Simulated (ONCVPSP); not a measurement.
## What one change does to a pseudopotential (cerium (Ce), ONCV)

```json
{
  "Element": "cerium (Ce)",
  "Generator": "ONCVPSP 4.0.1",
  "Type": "optimised norm-conserving Vanderbilt (ONCV)",
  "Functional": "PBE",
  "Relativity": "scalar-relativistic",
  "Frozen core": "[Kr] 4d10",
  "Valence charge": "12",
  "Reference configuration": "4f1 5s2 5p6 5d1 6s1.5 (charge +0.5)",
  "Partial waves": "5s+6s: rc 2.50 bohr, ncon 5, nbas 9, qcut 5.7 1/bohr, 2 projectors; 5p: rc 2.15 bohr, ncon 4, nbas 8, qcut 6.6 1/bohr, 1 projector; 5d: rc 3.30 bohr, ncon 4, nbas 8, qcut 5.2 1/bohr, 2 projectors, debl 2.9 Ha; 4f: rc 0.85 bohr, ncon 4, nbas 9, qcut 14.9 1/bohr, local",
  "Local potential": "the f channel",
  "Core correction": "Teter function, fcfact 5.25, rcfact 1.75"
}
```

All-electron outer shells of the reference configuration (PBE, scalar-relativistic, ld1.x):

| shell | level (eV) | outermost node (bohr) | outermost maximum (bohr) |
| --- | --- | --- | --- |
| 4d | -113.31 | 0.31 | 0.66 |
| 5s | -43.41 | 0.75 | 1.37 |
| 5p | -26.04 | 0.81 | 1.55 |
| 4f | -8.20 | – | 0.71 |
| 6s | -6.05 | 1.81 | 3.63 |
| 5d | -5.70 | 0.92 | 2.15 |

Change: core correction Teter function, fcfact 7.8, rcfact 1.75.

Cutoffs: the cutoffs (Ha) at which the residual kinetic energy of the hardest occupied pseudo-wave falls to 1 and 0.1 mHa per electron; they do not see the model core or the augmentation charge, which bear on the density cutoff. Errors are all-electron minus pseudo energies relative to the spin-unpolarised reference configuration.

Question: How do hardness, ghosts and transferability respond?

Answer: The potential gets neither clearly harder nor softer (221 Ha and 471 Ha → 221 Ha and 471 Ha); both files keep a bound ghost (d, p, s); of the 3 tests that both files solve, the error grows in 2 and shrinks in 0 by more than 15 % and 0.3 meV (median size 1.8 → 2.3 meV). A model core, the more so a compact one, raises the density cutoff, which this test does not measure.

| quantity | base | changed |
| --- | --- | --- |
| cutoff, loose | 221 Ha | 221 Ha |
| cutoff, tight | 471 Ha | 471 Ha |
| bound ghosts | s, p, d | s, p, d |
| GHOST(+) flags under 300 eV | none | none |
| tests counted as reliable (solved cleanly; for ONCVPSP, near-neutral configurations with less than one 5d electron left out) | 3 of 4 | 3 of 4 |
| error for 4f1 5s2 5p6 5d1 6s2, meV [ΔE -2.44 eV] | -0.1 | -0.2 |
| error for 4f1 5s2 5p6 5d1 6s1, meV [ΔE 3.63 eV] | -1.8 | -2.3 |
| error for 4f1 5s2 5p6 5d1 6s0, meV [ΔE 14.71 eV] | -23 | -31 |
| s: phases at 2.54 bohr within 0.05 rad from the reference energy up to (Ha; the scan ends near 5) | 4.8 | 4.8 |
| p: phases at 2.18 bohr within 0.05 rad from the reference energy up to (Ha; the scan ends near 5) | 0.6 | 0.6 |
| d: phases at 3.34 bohr within 0.05 rad from the reference energy up to (Ha; the scan ends near 5) | 3.5 | 3.5 |
| f: phases at 0.86 bohr within 0.05 rad from the reference energy up to (Ha; the scan ends near 5) | to the end of the scan | to the end of the scan |
| rms error of d²Exc/dni dnj with the model core, mHa | 4.67 | 4.81 |

 A true bound ghost makes a file unfit for plane-wave use even where its test errors are small: the radial tests pick states by their node count and pass the ghost by.
